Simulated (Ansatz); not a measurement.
**Molecular dynamics of F$_{2}$H$_{4}$OW**

Input:

```yaml
crystal:
  periodic: [false, false, false]
  atoms:
    - { symbol: W, position_ang: [0.039006, 0.37991, -0.27525] }
    - { symbol: O, position_ang: [0.779704, 0.048418, 1.643431] }
    - { symbol: H, position_ang: [0.183206, 0.014091, 2.380293] }
    - { symbol: H, position_ang: [0.775489, -0.991597, 0.911305] }
    - { symbol: F, position_ang: [-0.026375, 2.163701, 0.296354] }
    - { symbol: H, position_ang: [-1.481424, -0.182369, 0.132955] }
    - { symbol: H, position_ang: [0.632552, -1.400127, 0.047335] }
    - { symbol: F, position_ang: [0.126643, -0.183429, -2.029225] }
basis:
  gaussian: { orbitals: def2-SVP }
hamiltonian:
  xc: hf
md:
  timestep: 0.5
  n_steps: 200
  ensemble: nve
  temperature: 300.0
  initial_velocities: maxwell_boltzmann
  seed: 9560
```

Launched with:

```bash
$ ansatz run input.yaml --threads 1 --pin off --max-ram 2048MiB --backend cpu --events-out ev --progress --plain --runs-dir out
```

It starts at the highest image of a converged band, a first-order saddle point between two minima.

Output, in part (one step line in 7, the closing report, with atoms numbered from 0):

```
md step     0: t =     0.00 fs  T =   300.0 K  F+E_penalty+E_count = -9311.91591389 eV  E_kin = 0.232668 eV  conserved = -9311.68324589 eV  (96 SCF iters)
md step     7: t =     3.50 fs  T =   250.1 K  F+E_penalty+E_count = -9311.87637133 eV  E_kin = 0.193958 eV  conserved = -9311.68241309 eV  (75 SCF iters)
md step    14: t =     7.00 fs  T =   536.3 K  F+E_penalty+E_count = -9312.09966920 eV  E_kin = 0.415965 eV  conserved = -9311.68370464 eV  (72 SCF iters)
md step    21: t =    10.50 fs  T =   806.1 K  F+E_penalty+E_count = -9312.31000457 eV  E_kin = 0.625206 eV  conserved = -9311.68479862 eV  (70 SCF iters)
md step    28: t =    14.00 fs  T =   720.9 K  F+E_penalty+E_count = -9312.24062273 eV  E_kin = 0.559136 eV  conserved = -9311.68148634 eV  (76 SCF iters)
md step    35: t =    17.50 fs  T =  1109.7 K  F+E_penalty+E_count = -9312.54293180 eV  E_kin = 0.860629 eV  conserved = -9311.68230283 eV  (69 SCF iters)
md step    42: t =    21.00 fs  T =   983.2 K  F+E_penalty+E_count = -9312.44493306 eV  E_kin = 0.762537 eV  conserved = -9311.68239619 eV  (73 SCF iters)
md step    49: t =    24.50 fs  T =  1052.2 K  F+E_penalty+E_count = -9312.50074760 eV  E_kin = 0.816075 eV  conserved = -9311.68467267 eV  (72 SCF iters)
md step    56: t =    28.00 fs  T =  1276.1 K  F+E_penalty+E_count = -9312.67522178 eV  E_kin = 0.989697 eV  conserved = -9311.68552429 eV  (119 SCF iters)
md step    63: t =    31.50 fs  T =  1138.0 K  F+E_penalty+E_count = -9312.56706931 eV  E_kin = 0.882588 eV  conserved = -9311.68448120 eV  (81 SCF iters)
md step    70: t =    35.00 fs  T =  1431.0 K  F+E_penalty+E_count = -9312.79642783 eV  E_kin = 1.109810 eV  conserved = -9311.68661767 eV  (79 SCF iters)
md step    77: t =    38.50 fs  T =  1309.7 K  F+E_penalty+E_count = -9312.69846764 eV  E_kin = 1.015768 eV  conserved = -9311.68270007 eV  (77 SCF iters)
md step    84: t =    42.00 fs  T =  1351.7 K  F+E_penalty+E_count = -9312.72976226 eV  E_kin = 1.048347 eV  conserved = -9311.68141548 eV  (77 SCF iters)
md step    91: t =    45.50 fs  T =  1507.9 K  F+E_penalty+E_count = -9312.85231113 eV  E_kin = 1.169502 eV  conserved = -9311.68280911 eV  (75 SCF iters)
md step    98: t =    49.00 fs  T =  1376.2 K  F+E_penalty+E_count = -9312.74947245 eV  E_kin = 1.067336 eV  conserved = -9311.68213619 eV  (77 SCF iters)
md step   105: t =    52.50 fs  T =  1438.0 K  F+E_penalty+E_count = -9312.79850544 eV  E_kin = 1.115257 eV  conserved = -9311.68324813 eV  (72 SCF iters)
md step   112: t =    56.00 fs  T =  1487.8 K  F+E_penalty+E_count = -9312.83930669 eV  E_kin = 1.153877 eV  conserved = -9311.68543016 eV  (74 SCF iters)
md step   119: t =    59.50 fs  T =  1531.2 K  F+E_penalty+E_count = -9312.87318473 eV  E_kin = 1.187536 eV  conserved = -9311.68564904 eV  (100 SCF iters)
md step   126: t =    63.00 fs  T =  1377.6 K  F+E_penalty+E_count = -9312.75263323 eV  E_kin = 1.068446 eV  conserved = -9311.68418698 eV  (76 SCF iters)
md step   133: t =    66.50 fs  T =  1414.5 K  F+E_penalty+E_count = -9312.78260612 eV  E_kin = 1.097012 eV  conserved = -9311.68559387 eV  (63 SCF iters)
md step   140: t =    70.00 fs  T =  1167.4 K  F+E_penalty+E_count = -9312.58801747 eV  E_kin = 0.905365 eV  conserved = -9311.68265271 eV  (78 SCF iters)
md step   147: t =    73.50 fs  T =  1184.2 K  F+E_penalty+E_count = -9312.60004367 eV  E_kin = 0.918384 eV  conserved = -9311.68166015 eV  (62 SCF iters)
md step   154: t =    77.00 fs  T =  1311.1 K  F+E_penalty+E_count = -9312.69998017 eV  E_kin = 1.016825 eV  conserved = -9311.68315538 eV  (58 SCF iters)
md step   161: t =    80.50 fs  T =  1228.4 K  F+E_penalty+E_count = -9312.63584318 eV  E_kin = 0.952723 eV  conserved = -9311.68312024 eV  (75 SCF iters)
md step   168: t =    84.00 fs  T =  1403.3 K  F+E_penalty+E_count = -9312.77212500 eV  E_kin = 1.088367 eV  conserved = -9311.68375801 eV  (68 SCF iters)
md step   175: t =    87.50 fs  T =  1261.2 K  F+E_penalty+E_count = -9312.66246586 eV  E_kin = 0.978102 eV  conserved = -9311.68436361 eV  (63 SCF iters)
md step   182: t =    91.00 fs  T =  1383.8 K  F+E_penalty+E_count = -9312.75872205 eV  E_kin = 1.073199 eV  conserved = -9311.68552314 eV  (73 SCF iters)
md step   189: t =    94.50 fs  T =  1335.2 K  F+E_penalty+E_count = -9312.71927461 eV  E_kin = 1.035557 eV  conserved = -9311.68371778 eV  (76 SCF iters)
md step   196: t =    98.00 fs  T =  1326.9 K  F+E_penalty+E_count = -9312.71322234 eV  E_kin = 1.029070 eV  conserved = -9311.68415265 eV  (75 SCF iters)
md step   200: t =   100.00 fs  T =  1342.2 K  F+E_penalty+E_count = -9312.72384192 eV  E_kin = 1.040989 eV  conserved = -9311.68285324 eV  (103 SCF iters)
Total energy: -9312.72384192 eV, -342.2362887998 hartree
Atom 0 at     0.032115     0.368337    -0.489828 Å, force     0.617924    -0.667603     0.317203 eV/Å
Atom 1 at     0.860098     0.449540     3.566207 Å, force    -0.620336    -3.327855     1.809504 eV/Å
Atom 2 at     1.042850     1.173369     3.050278 Å, force     0.708782     1.516032    -1.954220 eV/Å
Atom 3 at     1.073056    -0.402224     3.154447 Å, force    -0.096806     1.772765     0.167282 eV/Å
Atom 4 at     0.191370     1.626300     0.849144 Å, force     0.005551    -0.056844     0.063220 eV/Å
Atom 5 at    -0.744297    -0.979427     0.306281 Å, force     0.549430     0.693385    -0.398774 eV/Å
Atom 6 at     1.677215    -0.162627    -0.606140 Å, force    -0.844010     0.191386     0.379544 eV/Å
Atom 7 at    -0.248058     0.012020    -2.253932 Å, force    -0.320536    -0.121266    -0.383760 eV/Å
Dipole moment:    -0.096012     0.230191    -0.486777 e Å
```

The run went to its last step. The conserved energy stayed within 0.45 meV per atom of its start (net change 0.049 meV per atom), so the integration is sound. The kinetic energy rose, since the run started high on the potential surface and went downhill. It ends in pieces (F2H2W + H2O), so much of that is their flight and rotation, not heat. A run of 0.1 ps of so small a system gives no equilibrium averages. The orbitals stay closed-shell, which can raise the energy where a bond breaks towards radicals; this wasn't checked here.

Between its relaxed ends the band would form O2–H4 and break W1–H4, H4–H7. These pairs go: O2–H4 1.27 → 0.97 Å, W1–H4 1.96 → 3.87 Å, H4–H7 0.97 → 3.82 Å. In the last frame they stand as after the step (other bonds may differ from the relaxed reactants and products). Also parted: W1–O2 2.08 → 4.14 Å. It ends as F2H2W + H2O. Pairs count as bonded within 1.25 times the sum of covalent radii (0.12 Å more for H–H).

Last frame:

```xyz
8
Properties=species:S:1:pos:R:3
W 0.032 0.368 -0.490
O 0.860 0.450 3.566
H 1.043 1.173 3.050
H 1.073 -0.402 3.154
F 0.191 1.626 0.849
H -0.744 -0.979 0.306
H 1.677 -0.163 -0.606
F -0.248 0.012 -2.254
```

The run took 7.1 min on 1 thread of Arm Neoverse V2, with other jobs on the host, peak memory 0.19 GiB.
